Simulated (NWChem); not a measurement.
System: C₃H₃F₃; SMILES C=CC(F)(F)F

Excerpt of the output:

```
             Northwest Computational Chemistry Package (NWChem) 7.3.0
             --------------------------------------------------------

 CS  symmetry detected

                             Geometry "geometry" -> ""
                             -------------------------

 Output coordinates in angstroms (scale by  1.889725989 to convert to a.u.)

  No.       Tag          Charge          X              Y              Z
 ---- ---------------- ---------- -------------- -------------- --------------
    1 C                    6.0000    -0.00985552    -2.11360286     0.00000000
    2 C                    6.0000     0.66828268    -0.96978717     0.00000000
    3 C                    6.0000     0.01140198     0.37502057     0.00000000
    4 F                    9.0000    -1.33476229     0.29964061     0.00000000
    5 F                    9.0000     0.37955941     1.09387274     1.08597400
    6 F                    9.0000     0.37955941     1.09387274    -1.08597400
    7 H                    1.0000     0.50266813    -3.07056614     0.00000000
    8 H                    1.0000    -1.09511056    -2.13109014     0.00000000
    9 H                    1.0000     1.75425885    -0.93460175     0.00000000

 Effective nuclear repulsion energy (a.u.)     251.1578916444

      Symmetry information
      --------------------

 Group name             Cs
 Group number              2
 Group order               2
 No. of unique centers     8

                                 NWChem DFT Module
                                 -----------------

 Summary of "ao basis" -> "ao basis" (spherical)
 ------------------------------------------------------------------------------
       Tag                 Description            Shells   Functions and Types
 ---------------- ------------------------------  ------  ---------------------
 C                           6-31g*                  6       14   3s2p1d
 F                           6-31g*                  6       14   3s2p1d
 H                           6-31g*                  2        2   2s

      Symmetry analysis of basis
      --------------------------

        a'         60
        a"         30

            General Information
            -------------------
          SCF calculation type: DFT
          Wavefunction type:  closed shell.
          No. of atoms     :     9
          No. of electrons :    48
           Alpha electrons :    24
            Beta electrons :    24
          Charge           :     0
          Spin multiplicity:     1
          Use of symmetry is: on ; symmetry adaption is: on
          Maximum number of iterations: 150
          AO basis - number of functions:    90
                     number of shells:    42
          Convergence on energy requested:  1.00D-06
          Convergence on density requested:  1.00D-05
          Convergence on gradient requested:  5.00D-04

              XC Information
              --------------
                         SCAN Method XC Functional
                  SCAN metaGGA Exchange Functional  1.000
                        SCAN Correlation Potential  1.000

             Grid Information
             ----------------
          Grid used for XC integration:  fine
          Radial quadrature: Mura-Knowles
          Angular quadrature: Lebedev.
          Tag              B.-S. Rad. Rad. Pts. Rad. Cut. Ang. Pts.
          ---              ---------- --------- --------- ---------
          C                   0.70       70          10.0       590
          F                   0.50       70          11.0       590
          H                   0.35       60          10.0       590
          Grid pruning is: on
          Number of quadrature shells:   530
          Spatial weights used:  Erf1

      Superposition of Atomic Density Guess
      -------------------------------------

 Sum of atomic energies:        -412.59245613

      Non-variational initial energy
      ------------------------------

 Total energy =    -414.874578
 1-e energy   =   -1070.761880
 2-e energy   =     404.729410
 HOMO         =      -0.323866
 LUMO         =       0.014732

      Symmetry analysis of molecular orbitals - initial
      -------------------------------------------------

  Numbering of irreducible representations:

     1 a'          2 a"

  Orbital symmetries:

     1 a'          2 a'          3 a"          4 a'          5 a'
     6 a'          7 a'          8 a'          9 a"         10 a'
    11 a'         12 a'         13 a'         14 a"         15 a'
    16 a'         17 a"         18 a'         19 a"         20 a"
    21 a'         22 a'         23 a'         24 a"         25 a"
    26 a'         27 a'         28 a'         29 a'         30 a'
    31 a"         32 a'         33 a'         34 a'

     ---------------------------------------------
      Total Density - Mulliken Population Analysis
     ---------------------------------------------

    Atom       Charge   Shell Charges
 -----------   ------   -------------------------------------------------------
    1 C    6     6.45   2.00  0.74  1.95  0.62  1.11  0.03
    2 C    6     6.31   2.00  0.74  1.94  0.55  1.04  0.03
    3 C    6     4.36   2.00  0.62  1.18  0.18  0.27  0.12
    4 F    9     9.51   2.00  0.94  3.41  1.02  2.12  0.01
    5 F    9     9.51   2.00  0.94  3.42  1.02  2.13  0.01
    6 F    9     9.51   2.00  0.94  3.42  1.02  2.13  0.01
    7 H    1     0.78   0.47  0.31
    8 H    1     0.78   0.47  0.31
    9 H    1     0.78   0.47  0.31

   convergence    iter        energy       DeltaE   RMS-Dens  Diis-err
 ---------------- ----- ----------------- --------- --------- ---------
 d= 0,ls=0.0,diis     1   -415.3212110434 -6.66D+02  1.76D-02  1.60D+00
 d= 0,ls=0.0,diis     2   -415.0890278583  2.32D-01  1.07D-02  4.64D+00
 d= 0,ls=0.0,diis     3   -415.4882389482 -3.99D-01  2.58D-03  5.32D-02
 d= 0,ls=0.0,diis     4   -415.4884161501 -1.77D-04  1.57D-03  4.24D-02
 d= 0,ls=0.0,diis     5   -415.4936852226 -5.27D-03  3.94D-04  2.86D-03
  Resetting Diis
 d= 0,ls=0.0,diis     6   -415.4940075985 -3.22D-04  7.72D-05  6.03D-05
 d= 0,ls=0.0,diis     7   -415.4940143939 -6.80D-06  4.32D-05  7.80D-06
 d= 0,ls=0.0,diis     8   -415.4940132969  1.10D-06  2.62D-05  1.98D-05
 d= 0,ls=0.0,diis     9   -415.4940151514 -1.85D-06  3.76D-06  2.55D-07
 d= 0,ls=0.0,diis    10   -415.4940151788 -2.74D-08  1.57D-06  2.07D-08

         Total DFT energy =     -415.494015178818
      One electron energy =    -1072.726009377273
           Coulomb energy =      454.762301530656
    Exchange-Corr. energy =      -48.688198976592
 Nuclear repulsion energy =      251.157891644390

 Numeric. integr. density =       48.000001062405

                  Occupations of the irreducible representations
                  ----------------------------------------------

                     irrep           alpha         beta
                     --------     --------     --------
                     a'               17.0         17.0
                     a"                7.0          7.0

                       DFT Final Molecular Orbital Analysis
                       ------------------------------------

 Vector   22  Occ=2.000000D+00  E=-3.496131D-01  Symmetry=a"
              MO Center= -9.8D-02,  8.7D-01,  8.5D-15, r^2= 2.0D+00
   Bfn.  Coefficient  Atom+Function         Bfn.  Coefficient  Atom+Function
  ----- ------------  ---------------      ----- ------------  ---------------
    47      0.372096  4 F  pz                59      0.313683  5 F  px
    73     -0.313683  6 F  px                51      0.254914  4 F  pz
    61     -0.231582  5 F  pz                75     -0.231582  6 F  pz
    63      0.214842  5 F  px                77     -0.214842  6 F  px
    60      0.158864  5 F  py                65     -0.159000  5 F  pz

 Vector   23  Occ=2.000000D+00  E=-3.318992D-01  Symmetry=a'
              MO Center=  2.0D-01, -2.8D-01,  2.5D-15, r^2= 3.3D+00
   Bfn.  Coefficient  Atom+Function         Bfn.  Coefficient  Atom+Function
  ----- ------------  ---------------      ----- ------------  ---------------
    60      0.266145  5 F  py                74      0.266145  6 F  py
    18      0.239870  2 C  py                32     -0.236044  3 C  py
    17     -0.193187  2 C  px                64      0.186575  5 F  py
    78      0.186575  6 F  py                46      0.183606  4 F  py
    20      0.167787  2 C  s                  4     -0.149658  1 C  py

 Vector   24  Occ=2.000000D+00  E=-2.733633D-01  Symmetry=a"
              MO Center=  3.2D-01, -1.4D+00,  1.5D-15, r^2= 1.8D+00
   Bfn.  Coefficient  Atom+Function         Bfn.  Coefficient  Atom+Function
  ----- ------------  ---------------      ----- ------------  ---------------
    19      0.402682  2 C  pz                 5      0.389101  1 C  pz
     9      0.276000  1 C  pz                23      0.260762  2 C  pz
    60      0.126620  5 F  py                74     -0.126620  6 F  py
    64      0.091315  5 F  py                78     -0.091315  6 F  py
    47     -0.069464  4 F  pz                51     -0.049461  4 F  pz

[...]

                         DFT ENERGY GRADIENTS

    atom               coordinates                        gradient
                 x          y          z           x          y          z
   1 C      -0.018624  -3.994130   0.000000    0.000106  -0.001276   0.000000
   2 C       1.262871  -1.832632   0.000000    0.002593  -0.003965   0.000000
   3 C       0.021547   0.708686   0.000000   -0.000636   0.003234   0.000000
   4 F      -2.522335   0.566239   0.000000   -0.003033   0.000104   0.000000
   5 F       0.717263   2.067120   2.052193    0.000706   0.001466   0.002320
   6 F       0.717263   2.067120  -2.052193    0.000706   0.001466  -0.002320
   7 H       0.949905  -5.802529   0.000000   -0.000269  -0.000311   0.000000
   8 H      -2.069459  -4.027176   0.000000    0.000130  -0.000462   0.000000
   9 H       3.315069  -1.766141   0.000000   -0.000303  -0.000255   0.000000
```

Level: SCAN/6-31G* (spherical d). The geometry was optimised at B3LYP/6-31G* (spherical d).

**Question.** Reconstruct the input file.

**Answer.** Several could match; the one computed here: the input that was run:
```
start job
memory heap 200 mb stack 900 mb global 1100 mb
geometry units angstroms noautoz
  C     -0.030773    -2.111996     0.000000
  C      0.658829    -0.975055     0.000000
  C      0.015500     0.376288     0.000000
  F     -1.331354     0.314444     0.000000
  F      0.390865     1.091403     1.085974
  F      0.390865     1.091403    -1.085974
  H      0.472105    -3.074063     0.000000
  H     -1.116149    -2.118573     0.000000
  H      1.745104    -0.950788     0.000000
end
basis spherical
  C library 6-31g*
  F library 6-31g*
  H library 6-31g*
end
dft
  xc scan
  grid fine
  iterations 150
  mulliken
end
task dft gradient
```
